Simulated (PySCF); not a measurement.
An unknown is described by computed data only.

Formula: C6H12O2Si2.

- 1H NMR: chemical shifts (computed TMS as zero) by class: 7.87 (1 H), 7.03 (1 H), 6.67 (1 H), 4.57 (2 H), 3.92 (2 H), 3.67 (3 H), 3.59 (2 H) ppm [GIAO PBE0/pcSseg-1]
- 13C NMR: chemical shifts (computed TMS as zero) by class: 155.7 (1 C), 153.7 (1 C), 129.1 (1 C), 116.9 (1 C), 65.2 (1 C), 62.8 (1 C) ppm [GIAO PBE0/pcSseg-1]
- Rotational structure: rotational constants A, B, C: 1.466, 0.589, 0.486 GHz [GFN2-xTB]
- Dipole: 1.66 D [PBE0/pcSseg-1]
- NMR, other nuclei: isotropic shieldings of nuclei other than C and H, by class: 14 (1 O), 321 (1 O), 423 (1 Si), 439 (1 Si) ppm [GIAO PBE0/pcSseg-1]

Gas-phase values; electronic properties from PySCF, density fitting. Levels stand in brackets. Isolated species at its GFN2-xTB geometry (one conformer only). NMR values are class means; diastereotopic atoms form classes of their own.

Question: Propose a structure and show how it fits.

Answer: Numbering: `[CH3:1][O:2][CH2:3][SiH2:4][SiH2:5][c:6]1[cH:7][cH:8][cH:9][o:10]1`. Its formula, C6H12O2Si2, gives 3 degrees of unsaturation: 1 ring and 2 π bonds in the structure found (Kekulé form). 6 carbons fall into 6 classes; from least to most shielded: substituted aromatic carbon [C6] (155.7 ppm), aromatic CH next to a ring oxygen [C9] (153.7 ppm), aromatic CH carbon [C7] (129.1 ppm), aromatic CH carbon [C8] (116.9 ppm), methoxy carbon [C1] (65.2 ppm), chain sp3 carbon bound to oxygen [C3] (62.8 ppm). Hydrogen classes from least to most shielded: 1 H on an aromatic CH next to a ring oxygen, C9 (7.87 ppm), 1 H on an aromatic CH carbon, C7 (7.03 ppm), 1 H on an aromatic CH carbon, C8 (6.67 ppm), 2 H on an SiH2 silicon, Si5 (4.57 ppm), 2 H on an SiH2 silicon, Si4 (3.92 ppm), 3 H on a methoxy carbon, C1 (3.67 ppm, a mean of values up to 0.6 ppm apart in this geometry), 2 H on an sp3 carbon bound to oxygen, C3 (3.59 ppm). The other shieldings belong to: 14 ppm, furan-type oxygen [O10]; 321 ppm, ether oxygen [O2]; 423 ppm, SiH2 silicon [Si4]; 439 ppm, SiH2 silicon [Si5]. The optimised geometry has point group C1 and is an asymmetric top. Structure: `c1(ccco1)[SiH2][SiH2]COC`. Computed isomers that give other values at the same levels: `C=C(C)[Si@@]1(O[SiH3])OCC1=C` (13C chemical shifts (computed TMS as zero) by class: 166.6 (1 C), 149.8 (1 C), 137.6 (1 C), 127.6 (1 C), 73.9 (1 C), 24.4 (1 C) ppm); `C=C1CO[Si@@]1(O[SiH3])C1CC1` (13C chemical shifts (computed TMS as zero) by class: 168.2 (1 C), 125.5 (1 C), 73.1 (1 C), 1.7 (1 C), 1.5 (1 C), -0.4 (1 C) ppm); `C[C@@H]1C(=O)C[C@H]2[SiH2]O[SiH2][C@@H]12` (13C chemical shifts (computed TMS as zero) by class: 225.8 (1 C), 48.3 (1 C), 40.4 (1 C), 37.9 (1 C), 25.4 (1 C), 18.2 (1 C) ppm). The assignments are read from this structure; whether some other isomer fits the data as well wasn't checked.

Conformer computed: `[CH3:1][O:2][CH2:3][SiH2:4][SiH2:5][c:6]1[cH:7][cH:8][cH:9][o:10]1`: C1–O2–C3–Si4 177°, O2–C3–Si4–Si5 -48°, C3–Si4–Si5–C6 -67°, Si4–Si5–C6–C7 -122°.
